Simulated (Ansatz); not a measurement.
`[GeH3][CH]1N[SiH2]1` + `CSS` → `C[S][GeH3]` + `SC1N[SiH2]1` at 298.15 K and 1 bar (formal exchange of groups at a Ge–C bond).

Calculated with Ansatz (gas phase, PBE0-D4/def2-TZVP geometries, no zero-point term in ΔE). CCSD(T)/CBS is the MP2 limit (def2-TZVPP, def2-QZVPP) plus CCSD(T) − MP2 in def2-TZVPP, frozen cores. For Ge outer-core shells are correlated without core-valence functions, which leaves a few kJ/mol of doubt a bond. Scalar relativity is left out up to krypton. Each species was taken in one conformer, which may not be the lowest.

| species | CCSD(T)/CBS energy (Eh) | H − E (kJ/mol) | S (J/(mol·K)) |
| --- | --- | --- | --- |
| `[GeH3][CH]1N[SiH2]1` | -2462.10583 | 208.9 | 336.4 |
| `CSS` | -836.00794 | 141.3 | 294.2 |
| `C[S][GeH3]` | -2515.55711 | 181.3 | 324.6 |
| `SC1N[SiH2]1` | -782.57313 | 170.6 | 307.3 |

H − E and S are ideal-gas, rigid-rotor, harmonic terms from PBE0-D4/def2-TZVP, for one conformer and one mirror image of each species. 1 Eh = 2625.50 kJ/mol, R = 8.31446 J/(mol·K).

Question: By hand: ΔE, ΔH, ΔS and ΔG.

Answer: ΔE = (-2515.55711) + (-782.57313) − (-2462.10583) − (-836.00794) = -0.01647 Eh = -43.2 kJ/mol. Δ(H − E) = 181.3 + 170.6 − 208.9 − 141.3 = 1.7, so ΔH = -41.5 kJ/mol. ΔS = 324.6 + 307.3 − 336.4 − 294.2 = 1.3 J/(mol·K). ΔG = -41.5 − 298.15 × (1.3)/1000 = -41.9 kJ/mol.

Question: By hand: the equilibrium constant, and the temperature at which ΔG would vanish if ΔH and ΔS stayed fixed.

Answer: log₁₀ K = −ΔG/(RT ln 10) = 7.3. ΔH and −TΔS have one sign here, so there is no such temperature. One of them is within its doubt of zero, so this could turn.

The number of gas molecules stays the same, so ΔS is small and ΔH decides. A doubt of 5 kJ/mol in ΔE shifts log₁₀ K by 0.9 here. Other conformers and mirror images would add mixing entropy, several J/(mol·K) or more a flexible species. These are equilibria of isolated gas molecules and say nothing of rates. Largest T1 diagnostic: 0.013 (customary marks: 0.02 for closed shells, 0.045 for open ones).
